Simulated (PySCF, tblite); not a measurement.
Isomers of C7H13O2P, one GFN2-xTB conformer each. Single-point energies are computed at PBE0/pcSseg-1 (PySCF, gas phase, no added dispersion term), electronic only.

| SMILES | GFN2-xTB relative energy (kJ/mol) |
| --- | --- |
| C=CCP(CC)C(=O)OC | 229.7 |
| C=C[C@@H]1C[P@@]1(=O)CCOC | 238.7 |
| CCP1(=O)CCC(=O)CC1 | 0.0 |
| C/C=C/P1(=O)CCOCC1 | 65.7 |

Conformers: `[CH2:1]=[CH:2][CH2:3][P:4]([CH2:5][CH3:6])[C:7](=[O:8])[O:9][CH3:10]` with C1–C2–C3–P4 107°, C2–C3–P4–C5 55°, C3–P4–C5–C6 176°, C3–P4–C7–O8 119°, P4–C7–O9–C10 -179°; `[CH2:1]=[CH:2][C@@H:3]1[CH2:4][P@@:5]1(=[O:6])[CH2:7][CH2:8][O:9][CH3:10]` with C1–C2–C3–C4 31°, C4–P5–C7–C8 -103°, P5–C7–C8–O9 39°, C7–C8–O9–C10 -163°; `[CH3:1][CH2:2][P:3]1(=[O:4])[CH2:5][CH2:6][C:7](=[O:8])[CH2:9][CH2:10]1` with C1–C2–P3–O4 -54°, C2–P3–C5–C6 170°, P3–C5–C6–C7 -63°, C5–C6–C7–O8 -113°, C6–C7–C9–C10 -66°; `[CH3:1]/[CH:2]=[CH:3]/[P:4]1(=[O:5])[CH2:6][CH2:7][O:8][CH2:9][CH2:10]1` with C2–C3–P4–O5 0°, C3–P4–C6–C7 165°, P4–C6–C7–O8 -63°, C6–C7–O8–C9 70°, C7–O8–C9–C10 -70°.

Question: What does PBE0/pcSseg-1 give for the same structures?

Answer: 
```
                   SMILES  PBE0/pcSseg-1 E (Eh)  PBE0/pcSseg-1 (kJ/mol)  GFN2-xTB (kJ/mol)  point group
       CCP1(=O)CCC(=O)CC1            -765.72734                     0.0                0.0           C1
       C/C=C/P1(=O)CCOCC1            -765.69043                    96.9               65.7           Cs
         C=CCP(CC)C(=O)OC            -765.67025                   149.9              229.7           C1
C=C[C@@H]1C[P@@]1(=O)CCOC            -765.61797                   287.2              238.7           C1
```

Both levels put the same isomer lowest; measured from each level's own lowest isomer, the values differ by up to 79.8 kJ/mol (C=CCP(CC)C(=O)OC: 229.7 against 149.9). As drawn, the lowest has a C=O bond, which the highest lacks; the highest has a three-membered ring and a C=C bond outside aromatic rings, which the lowest lacks.

Question: Which frontier levels, dipoles and rotational constants go with these structures?

Answer: 
```json
{"SMILES": "CCP1(=O)CCC(=O)CC1", "HOMO (eV, PBE0/pcSseg-1)": "-7.28", "LUMO (eV)": "-0.67", "dipole (D)": "3.11", "A, B, C (MHz)": "2359, 747.0, 697.7"}
{"SMILES": "C/C=C/P1(=O)CCOCC1", "HOMO (eV, PBE0/pcSseg-1)": "-7.43", "LUMO (eV)": "-0.37", "dipole (D)": "3.24", "A, B, C (MHz)": "2708, 631.2, 608.7"}
{"SMILES": "C=CCP(CC)C(=O)OC", "HOMO (eV, PBE0/pcSseg-1)": "-6.75", "LUMO (eV)": "-0.19", "dipole (D)": "1.55", "A, B, C (MHz)": "1398, 954.1, 712.2"}
{"SMILES": "C=C[C@@H]1C[P@@]1(=O)CCOC", "HOMO (eV, PBE0/pcSseg-1)": "-6.26", "LUMO (eV)": "0.44", "dipole (D)": "4.07", "A, B, C (MHz)": "2471, 705.2, 663.9"}
```

Question: What happens when harmonic zero-point energies from GFN2-xTB frequencies are added?

Answer: 
```json
{"SMILES": "CCP1(=O)CCC(=O)CC1", "ZPE (kJ/mol)": "496.9", "electronic (kJ/mol)": "0.0", "with ZPE (kJ/mol)": "0.0"}
{"SMILES": "C/C=C/P1(=O)CCOCC1", "ZPE (kJ/mol)": "494.9", "electronic (kJ/mol)": "96.9", "with ZPE (kJ/mol)": "94.9"}
{"SMILES": "C=CCP(CC)C(=O)OC", "ZPE (kJ/mol)": "486.5", "electronic (kJ/mol)": "149.9", "with ZPE (kJ/mol)": "139.5"}
{"SMILES": "C=C[C@@H]1C[P@@]1(=O)CCOC", "ZPE (kJ/mol)": "488.3", "electronic (kJ/mol)": "287.2", "with ZPE (kJ/mol)": "278.6"}
```

The zero-point energies span 10.4 kJ/mol. The order is unchanged.
